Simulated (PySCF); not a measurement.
C6H15PSi: full NMR table

```yaml
Formula: C6H15PSi
SMILES: CCCP1CC([SiH3])C1
Point_group_of_the_computed_structure: C1
Carbon_signals: 5
Proton_signals: 7
```

Molfile (atoms numbered from 1):
```
C6H15PSi
     RDKit          3D

 23 23  0  0  0  0  0  0  0  0999 V2000
   -3.6365    0.2230    0.4361 C   0  0  0  0  0  0  0  0  0  0  0  0
   -2.4877   -0.4715   -0.2847 C   0  0  0  0  0  0  0  0  0  0  0  0
   -1.3034    0.4677   -0.4906 C   0  0  0  0  0  0  0  0  0  0  0  0
    0.0822   -0.3932   -1.3962 P   0  0  0  0  0  0  0  0  0  0  0  0
    0.9703   -1.1522    0.0747 C   0  0  0  0  0  0  0  0  0  0  0  0
    1.7687    0.1370    0.3435 C   0  0  0  0  0  0  0  0  0  0  0  0
    3.6115   -0.1053    0.7377 Si  0  0  0  0  0  4  0  0  0  0  0  0
    1.4571    0.8228   -1.0000 C   0  0  0  0  0  0  0  0  0  0  0  0
   -3.9865    1.0775   -0.1395 H   0  0  0  0  0  0  0  0  0  0  0  0
   -3.3154    0.5779    1.4138 H   0  0  0  0  0  0  0  0  0  0  0  0
   -4.4708   -0.4605    0.5759 H   0  0  0  0  0  0  0  0  0  0  0  0
   -2.1665   -1.3406    0.2955 H   0  0  0  0  0  0  0  0  0  0  0  0
   -2.8296   -0.8359   -1.2564 H   0  0  0  0  0  0  0  0  0  0  0  0
   -0.9507    0.8547    0.4690 H   0  0  0  0  0  0  0  0  0  0  0  0
   -1.6099    1.3174   -1.1091 H   0  0  0  0  0  0  0  0  0  0  0  0
    1.6005   -1.9799   -0.2537 H   0  0  0  0  0  0  0  0  0  0  0  0
    0.3363   -1.5024    0.8892 H   0  0  0  0  0  0  0  0  0  0  0  0
    1.2942    0.6960    1.1544 H   0  0  0  0  0  0  0  0  0  0  0  0
    3.7283   -0.8568    1.9882 H   0  0  0  0  0  0  0  0  0  0  0  0
    4.2275   -0.8559   -0.3582 H   0  0  0  0  0  0  0  0  0  0  0  0
    4.2462    1.2077    0.8647 H   0  0  0  0  0  0  0  0  0  0  0  0
    1.1615    1.8709   -0.9476 H   0  0  0  0  0  0  0  0  0  0  0  0
    2.2680    0.7283   -1.7238 H   0  0  0  0  0  0  0  0  0  0  0  0
  1  2  1  0
  2  3  1  0
  3  4  1  0
  4  5  1  0
  5  6  1  0
  6  7  1  0
  6  8  1  0
  8  4  1  0
  1  9  1  0
  1 10  1  0
  1 11  1  0
  2 12  1  0
  2 13  1  0
  3 14  1  0
  3 15  1  0
  5 16  1  0
  5 17  1  0
  6 18  1  0
  7 19  1  0
  7 20  1  0
  7 21  1  0
  8 22  1  0
  8 23  1  0
M  END
```

A single conformation, no solvent model, relativity neglected, averaged over atoms made equivalent by symmetry, fast rotation or ring inversion. GIAO PBE0/pcSseg-1 shieldings; GFN2-xTB geometry; PySCF 2.14.0 with density-fitted response routines.

Referencing at the same level of theory: 1H (σ = 31.72 ppm), 13C (σ = 186.93 ppm), 29Si (σ = 349.16 ppm) vs TMS; 31P (σ = 318.38 ppm) vs H3PO4.

```tsv
carbon	δC, type	δH (multiplicity)	HMBC from (2–3 bonds)	span of the C tensor (ppm)
C1	19.4, CH3	1.24 (t)	H14/H15, H12/H13	32
C2	23.8, CH2	1.44 (m)	H14/H15, H9/H10/H11	21
C3	37.1, CH2	2.01 (m)	H16/H23, H17/H22, H12/H13, H9/H10/H11	40
C5/C8	24.1, CH2	H16 2.03 (m); H17 1.49 (m)	H19/H20/H21, H18, H16/H23, H14/H15, H17/H22	34
C6	21.0, CH	3.40 (m)	H19/H20/H21, H16/H23, H17/H22	64
```

Other nuclei:
| atoms | nucleus | environment | δ (ppm) | σ (ppm) |
| --- | --- | --- | --- | --- |
| H19/H20/H21 | 1H | hydrogen on a silicon bonded to C | 3.80 | 27.91 |
| P4 | 31P | phosphorus bonded to 3 C, in a 4-membered ring | 12.8 | 305.6 |
| Si7 | 29Si | silicon bonded to C, 3 H | -64.6 | 413.8 |

δC 23.8: sp3 CH2; saturated and bonded to C and H only. δC 19.4: methyl carbon; aliphatic region, no heteroatom directly attached. δH 3.40: hydrogen on an sp3 CH bonded to Si. δH 1.44: hydrogen on an sp3 CH2. δH 1.24: hydrogen on a methyl carbon; far from electronegative atoms and π systems.

Splittings by 31P in the carbon and heteronuclear signals aren't shown, as no couplings were computed. Shifts are as computed. Against solution values, carbons near 30 ppm lie about +3 ppm off and those near 130 ppm about +5 ppm. Of 1211 compounds with measured shifts, 218 miss one by over three times the rms of a fit or turn the order of signals round; such compounds aren't used in these exercises. Experimental scales use liquid or dissolved standards, which lie at an offset from isolated H3PO4. Multiplicities follow the n + 1 count of equivalent neighbours, as no J values were calculated; m marks all less simple cases, F and P coupling included.
